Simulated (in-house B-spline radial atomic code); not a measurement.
The numbers below are computed, except where a source is named.
## Stopping of slow ions oscillates with Z: Al to Zn at r_s = 1.8

A nucleus sits in a uniform electron gas with a rigid positive background. The Kohn-Sham equations are solved self-consistently in the spin-unpolarised LDA (PW92), non-relativistic, on B-splines with outgoing waves at the boundary and partial waves to l = 8. The model has no lattice, no bands and no magnetic solution. Atomic units; δ_l are the phase shifts at the Fermi level, counted so that each bound state adds π, and good to about 0.0005.

The density parameter is r_s = 1.8 bohr. The friction coefficient Q = n k_F σ_tr gives dE/dx = Q v for slow ions.

| ion | δ0/π | δ1/π | δ2/π | δ3/π | σ_tr (bohr²) | Q (a.u.) |
| --- | --- | --- | --- | --- | --- | --- |
| Al | 2.030 | 1.216 | 0.131 | 0.018 | 9.02 | 0.3938 |
| Si | 2.132 | 1.317 | 0.148 | 0.018 | 14.31 | 0.6246 |
| P | 2.226 | 1.418 | 0.167 | 0.019 | 21.43 | 0.9352 |
| S | 2.312 | 1.515 | 0.190 | 0.020 | 28.67 | 1.2515 |
| Cl | 2.391 | 1.604 | 0.220 | 0.021 | 35.08 | 1.5311 |
| Ar | 2.463 | 1.683 | 0.259 | 0.020 | 40.86 | 1.7832 |
| K | 2.528 | 1.750 | 0.308 | 0.019 | 46.60 | 2.0339 |
| Ca | 2.584 | 1.805 | 0.366 | 0.018 | 52.13 | 2.2752 |
| Sc | 2.633 | 1.850 | 0.433 | 0.016 | 56.08 | 2.4475 |
| Ti | 2.676 | 1.887 | 0.505 | 0.014 | 56.56 | 2.4686 |
| V | 2.713 | 1.917 | 0.581 | 0.013 | 52.42 | 2.2880 |
| Cr | 2.748 | 1.945 | 0.658 | 0.012 | 44.00 | 1.9203 |
| Mn | 2.783 | 1.971 | 0.735 | 0.013 | 33.09 | 1.4444 |
| Fe | 2.819 | 1.999 | 0.809 | 0.014 | 22.26 | 0.9715 |
| Co | 2.859 | 2.032 | 0.877 | 0.016 | 13.71 | 0.5984 |
| Ni | 2.907 | 2.073 | 0.938 | 0.018 | 8.56 | 0.3735 |
| Cu | 2.965 | 2.124 | 0.991 | 0.022 | 6.64 | 0.2899 |
| Zn | 3.029 | 2.186 | 1.034 | 0.025 | 7.30 | 0.3187 |

Task: Where are the largest and smallest frictions, and what do the phase shifts say there?

Result: Largest: Ti, Q = 2.4686; smallest: Cu, Q = 0.2899, a ratio of 8.5. For the largest δ2/π = 0.51: the d resonance is about half filled and sits at the Fermi level, where it scatters most. For the smallest the differences δ_l − δ_(l+1), measured from the nearest multiple of π, are 0.16π, 0.13π, 0.03π; σ_tr grows with the sines of these.

Task: At equal speed, Lindhard and Scharff's formula, with silicon as an example target, scales as Z^(7/6)/(Z^(2/3) + 14^(2/3))^(3/2). How does its rise from the first ion to the last compare?

Result: It rises smoothly by 0.8696/0.5222 = 1.67, while Q changes by 0.319/0.394 = 0.81. The statistical formula averages over shells, so it can't show the oscillation.
